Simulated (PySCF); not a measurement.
**Removal energies of Tl⁶³⁺ from EOM-IP-GCCSD**

Reference: closed-shell Tl⁶³⁺, [Ar]; one electron is removed. Calculated with PySCF 2.14, two-component X2C-1e with screened spin-orbit coupling, an even-tempered Gaussian basis (17 s from 7.2 bohr⁻², ratio 2.6; 14 p from 9.4 bohr⁻², ratio 2.6; 5 d from 9.6 bohr⁻², ratio 2.8; 3 f from 150 bohr⁻², ratio 2.8); frozen [Ne]; the 60 highest virtual spinors dropped; of the others 54 kept and the rest restored at second order. No Breit or QED terms. Binding energies in eV.

```tsv
level	Koopmans	second order	EOM-CCSD
3s1/2	7945.9	7938.1	7922.3
3p1/2	7698.1	7697.5	7697.4
3p3/2	7150.0	7151.3	7151.6
```

One-hole weights below 0.9, a sign of mixing with satellites: 3s1/2 (0.78).

For comparison, the ionisation energy of Tl⁶³⁺ is 7146 ± 19 eV (theoretical estimate listed by NIST; NIST Atomic Spectra Database, ionization energies).
